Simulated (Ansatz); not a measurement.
Cartesian coordinates in Å:
```
C 1.224 1.217 0.096
N 0.074 0.375 0.175
C 0.169 -1.031 -0.178
N -1.237 -1.384 -0.344
Ga -1.763 0.319 0.166
H 1.674 1.225 -0.909
H 2.010 0.910 0.801
H 0.953 2.245 0.343
H 0.667 -1.626 0.606
H 0.742 -1.166 -1.112
H -1.517 -2.300 -0.034
H -2.995 1.215 0.388
```

Total charge 0; spin multiplicity 1.

Question: List the ωB97M-V/def2-TZVPP orbital energies in eV (Ansatz). (Estimate.)

Answer: The calculation gave: Occupied: -10153.16, -1256.65, -1110.84, -1110.75, -1110.72, -393.83, -393.62, -282.46, -281.71, -154.07, -106.55, -106.35, -106.30, -28.30, -26.30, -25.56, -25.55, -25.53, -25.44, -24.70, -21.31, -19.15, -16.50, -15.21, -14.73, -13.98, -13.62, -12.74, -11.46, -10.79, -8.81, -8.26. Lowest empty: 1.24, 1.95, 2.38, 3.21, 3.80, 4.02, 4.77, 4.99.
